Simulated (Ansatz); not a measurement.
`B[SiH2][B](O)[AlH2]` + `OBF` → `B[SiH2]OBF` + `O[BH][AlH2]`  (cleavage of the Si–B bond)

Calculated with Ansatz (gas phase, PBE0-D4/def2-TZVP geometries, no zero-point term in ΔE). CCSD(T)/CBS adds triple-zeta CCSD(T) − MP2 to the extrapolated MP2 energy (def2 sets, frozen cores). This one scheme is used for every species. Functionals use def2-TZVPP. One conformer a species, not always the lowest.

CCSD(T)/CBS gives -1.05 eV.

**Question.** Another level gave -1.18 eV. Which?
A. CCSD(T)/def2-TZVPP
B. CCSD/def2-TZVPP
C. r2SCAN-D4/def2-TZVPP
D. HF/def2-TZVPP

**Answer.** B. CCSD/def2-TZVPP -1.18, r2SCAN-D4 -0.75, CCSD(T)/def2-TZVPP -1.05, HF/def2-TZVPP -1.71 eV.

Largest T1 diagnostic among the species: 0.020, so the coupled-cluster value is less sure than usual.

From PBE to PBE0 (25 % exact exchange), in def2-TZVPP and without D4, ΔE moves by −0.22 eV. In def2-TZVPP, CCSD(T) changes the Hartree–Fock value by +0.65 eV (the triples alone add +0.12 eV) and MP2 by +0.57 eV. The D4 term adds +0.07 eV with B3LYP and +0.04 eV with PBE0; it sums over pairs of atoms, weighted by their polarisabilities, and B3LYP, whose exchange is more repulsive, gets the larger term.

B3LYP here is the variant with VWN-RPA as its local correlation; programs differ in this.
